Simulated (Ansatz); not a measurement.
H$_{2}$Zn, SMILES `[ZnH2]`, relaxed with RKS PBE-D4/def2-SVP in Ansatz from a rough embedded geometry. The force threshold is 0.03 eV/Å; the program also tests the step.

Total charge 0; spin multiplicity 1.

Start:

```xyz
3

Zn    0.059   -0.038    0.192
H    -0.651   -1.214   -0.249
H     0.592    1.251    0.057
```

Problem. By how much does the energy fall, and how many steps does the optimiser take? (Estimate.)

Solution. The calculation gave: 42.87 kJ/mol, in 3 steps.

Problem. Which bonds change most? (Best estimate.)

Solution. Ansatz gave: Zn1–H3 from 1.401 to 1.550 Å; Zn1–H2 from 1.443 to 1.550 Å.

Problem. Give the relaxed structure. (Best estimate.)

Solution. Computed: 
```xyz
3

Zn    0.000    0.000    0.000
H    -0.694   -1.376   -0.172
H     0.694    1.376    0.172
```
